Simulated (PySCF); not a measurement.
# Polarisability and C₆ of Mn(3+) (manganese, charge +3)

[Ar] 3d4, high-spin 5D determinant. All numbers are calculated (PySCF 2.14, the non-relativistic Hamiltonian (point nucleus), in def2-TZVPPD (6s6p4d2f1g, 67 functions)). Coupled (time-dependent) response in atomic units; α is the mean over directions.

```tsv
method	mean α (bohr³)	α xx, yy, zz	C₆ (like pair)	S(−4)
r2SCAN0	1.768	1.697, 1.697, 1.909	4.363	1.051
```

S(−4) is the Cauchy moment in α(ω) = α(0) + S(−4) ω² + …

α(iu) at r2SCAN0:

| u (hartree) | α(iu) (bohr³) |
| --- | --- |
| 0 | 1.768 |
| 0.0500 | 1.765 |
| 0.100 | 1.757 |
| 0.200 | 1.728 |
| 0.300 | 1.683 |
| 0.500 | 1.568 |
| 0.750 | 1.415 |
| 1.00 | 1.273 |
| 1.50 | 1.033 |
| 2.00 | 0.8407 |
| 3.00 | 0.5677 |
| 5.00 | 0.2921 |

A single London oscillator, α(iu) = α/(1 + u²/ω²), gives C₆ = (3/4) ω α². Matching the computed C₆ needs ω = 4 × 4.363 / (3 × 1.768²) = 1.86 hartree.

For an ion, C₆ is the dispersion term alone; charge-induced terms of lower order in 1/R come first.

The components differ because the open shell of this determinant is not spherical; for a pure term their mean is the scalar polarisability.
